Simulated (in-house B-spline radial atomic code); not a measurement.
Values are calculated unless marked as measured or tabulated.
## Building a PAW d channel for Zr, r_c = 1.5 bohr

Zr, [Kr] 4d2 5s2, non-relativistic LDA (VWN5), spherical and spin-unpolarised, from an all-electron radial atomic-structure program (B-spline basis) (atomic units; all potentials screened as in the neutral atom).

Two all-electron partial waves φ1, φ2 are integrated outwards at E1 = ε(4d) = -0.150673 and E2 = E1 + 1.5 hartree; φ1 is the bound orbital and φ2 has unit norm inside r_c = 1.4986 bohr. Smooth partners are polynomials, r^3(a0 + a1 r² + a2 r⁴ + a3 r⁶), matched to φ and three derivatives at r_c, with no condition on the norm. The local potential is -14.1474 + (14.2632) r² + (-6.2336) r⁴ + (1.02277) r⁶ inside 1.227 bohr and the all-electron one outside.

```
wave     φ(r_c)     φ'(r_c)        a0          a1         a2           a3
   1    0.68968  0.06674101  1.015707  -0.6945822  0.1942943  -0.02037955
   2  0.7492507   -2.095287  2.827813   -2.335583  0.6890803  -0.07375031
```

Inside r_c the overlaps are <φi φj> = [[0.26352, 0.49836], [0.49836, 1.00000]] and, for the smooth waves, [[0.24529, 0.44884], [0.44884, 0.86473]]. With χj = (Ej − T − V_local) applied to smooth wave j, the program's quadrature gives the matrix B_ij = <smooth i, χj> as [[0.11892, 0.22709], [0.30137, 0.62734]].

**Question.** Check the match of the first wave, and find the augmentation charges q_ij.

**Answer.** At r_c the four terms are 3.41842, -5.24992, 3.29807, -0.77690, which sum to 0.6897, φ1(r_c) to rounding. q_ij is the all-electron overlap less the smooth one: [[0.01823, 0.04952], [0.04952, 0.13527]]. The smooth first wave has a norm of 0.2453 inside r_c against 0.2635, and q11 > 0 puts back the missing charge.

**Question.** B isn't symmetric. Show that D_ij = B_ij + Ej q_ij is.

**Answer.** Integrating by parts gives B12 − B21 = (E1 − E2) q12: 0.22709 − (0.30137) = -0.07429, and −1.5 × (0.04952) = -0.07428. So D12 = 0.22709 + (1.349327)(0.04952) = 0.29391 and D21 = 0.30137 + (-0.150673)(0.04952) = 0.29391; D11 = 0.11618, D22 = 0.80987. The projectors, p = (B⁻¹)ᵀ χ, are dual to the smooth waves; det B = 0.0062, small beside B11 B22, as the two smooth waves look alike inside r_c.

Solving (T + V_local + Σ p D p) ψ = E (1 + Σ p q p) ψ in a sphere of 9 bohr, whose wall lifts the free-atom level a little, gives these levels:

| all-electron | one projector | two projectors |
| --- | --- | --- |
| -0.150483 | -0.150483 | -0.150483 |
| 0.111742 | 0.111658 | 0.111741 |
| 0.417635 | 0.416966 | 0.417631 |
| 0.872364 | 0.869373 | 0.872360 |
| 1.467360 | 1.457700 | 1.467360 |

**Question.** What does the second projector gain?

**Answer.** With one projector the errors are 0.00, -0.08, -0.67, -2.99, -9.66 millihartree. With two the errors are 0.00, 0.00, 0.00, 0.00, 0.00 millihartree. The scattering is exact at E1 and at E2 = 1.349, and over all levels compared the largest error is under 0.01 millihartree. The lowest eigenvalue of the overlap operator is 1 with one and 1 with two projectors. The smooth orbital alone needs a cutoff of 13.1 hartree for 1 millihartree of kinetic energy, against 18.5 for a norm-conserving Troullier-Martins orbital of the same radius; part of the gain comes from giving up the norm, part from the simpler form.
